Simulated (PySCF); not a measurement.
SMILES Cc1ccc([Si](C)(C)C)s1 (C₈H₁₄SSi), GFN2-xTB optimised geometry.

```
24

C     -1.95    -2.92     0.00
C     -1.02    -1.76     0.00
C      0.34    -1.76     0.00
C      0.89    -0.46     0.00
C     -0.03     0.54     0.00
Si     0.21     2.41     0.00
C     -0.68     3.14    -1.52
C      2.08     2.78    -0.08
C     -0.54     3.12     1.60
S     -1.63    -0.14     0.00
H     -1.38    -3.85    -0.01
H     -2.58    -2.91     0.89
H     -2.60    -2.89    -0.87
H      0.93    -2.66     0.00
H      1.95    -0.27     0.00
H     -0.27     2.76    -2.44
H     -1.74     2.89    -1.50
H     -0.60     4.22    -1.54
H      2.53     2.35    -0.97
H      2.26     3.85    -0.10
H      2.60     2.38     0.79
H     -0.47     4.21     1.63
H     -0.04     2.74     2.48
H     -1.60     2.86     1.68
```

Density from PBE/def2-SVP in PySCF at that geometry.

Minimum of the electron density along straight lines between bonded atoms, close to the bond critical point (lines longer than 1.1 times the sum of covalent radii, or with two minima, are not listed):

```csv
bond,length / Å,ρ at the minimum / e bohr⁻³,∇²ρ there / e bohr⁻⁵,position (fraction from the first atom)
C1–C2,1.487,0.255,(withheld),0.49
C2–C3,1.360,0.320,-0.78,0.51
C3–C4,1.411,0.293,(withheld),0.50
C4–C5,1.362,0.317,-0.77,0.50
C5–Si6,1.885,0.109,0.35,0.62
Si6–C7,1.907,0.109,0.31,0.38
Si6–C8,1.904,0.109,0.30,0.38
Si6–C9,1.908,0.109,0.31,0.38
C2–S10,1.734,0.209,(withheld),0.47
C5–S10,1.739,0.204,-0.38,0.46
C1–H11,1.087,0.275,-1.00,0.63
C1–H12,1.089,0.273,-0.99,0.63
C1–H13,1.089,0.273,-0.99,0.63
C3–H14,1.076,0.280,-1.04,0.63
C4–H15,1.076,0.281,-1.06,0.63
C7–H16,1.086,0.270,-0.95,0.63
C7–H17,1.086,0.270,-0.95,0.63
C7–H18,1.086,0.269,-0.95,0.63
C8–H19,1.085,0.270,-0.95,0.63
C8–H20,1.085,0.270,-0.95,0.63
C8–H21,1.085,0.270,-0.95,0.63
C9–H22,1.086,0.269,-0.95,0.63
C9–H23,1.086,0.270,-0.95,0.63
C9–H24,1.086,0.270,-0.95,0.63
```

Task: Some entries are withheld; supply them.

Result: 
- C1–C2, ∇²ρ there / e bohr⁻⁵: -0.57
- C3–C4, ∇²ρ there / e bohr⁻⁵: -0.69
- C2–S10, ∇²ρ there / e bohr⁻⁵: -0.41
